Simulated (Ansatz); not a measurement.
The same molecule with X = O, S, Se. Ansatz, PBE0-D4/def2-TZVP geometries, multiplicity 1.

Scalar relativity is left out up to krypton.

```json
{"X": "O", "molecule": "`C=C=O`", "mean X–C bond length / Å": "1.156", "HOMO energy (B3LYP/def2-TZVPP) / eV": "-6.91", "HOMO energy (PBE/def2-TZVPP) / eV": "-5.86", "size of the dipole moment (ωB97M-V/def2-TZVPP) / D": "1.40"}
{"X": "Se", "molecule": "`C=C=[Se]`", "mean X–C bond length / Å": "1.694", "HOMO energy (B3LYP/def2-TZVPP) / eV": "-6.23", "HOMO energy (PBE/def2-TZVPP) / eV": "-5.42", "size of the dipole moment (ωB97M-V/def2-TZVPP) / D": "1.15"}
```

Task: Give the row for X = S, `C=C=S`. (An estimate is asked.)

Result: Ansatz gave: 
```json
{"X": "S", "molecule": "`C=C=S`", "mean X–C bond length / Å": "1.551", "HOMO energy (B3LYP/def2-TZVPP) / eV": "-6.39", "HOMO energy (PBE/def2-TZVPP) / eV": "-5.55", "size of the dipole moment (ωB97M-V/def2-TZVPP) / D": "1.03"}
```

From O to Se the mean X–C bond length rises at each step, by 0.538 Å in all; the HOMO energy (B3LYP/def2-TZVPP) rises at each step, by 0.68 eV in all; the HOMO energy (PBE/def2-TZVPP) rises at each step, by 0.44 eV in all. Bonds lengthen as the atom grows down the group. Dipoles are sizes alone, and their direction can turn along the series.

B3LYP here is the variant with VWN-RPA as its local correlation; programs differ in this.

Spin–orbit coupling is left out; it splits and shifts lone-pair levels of the heavy atoms by tenths of an eV.
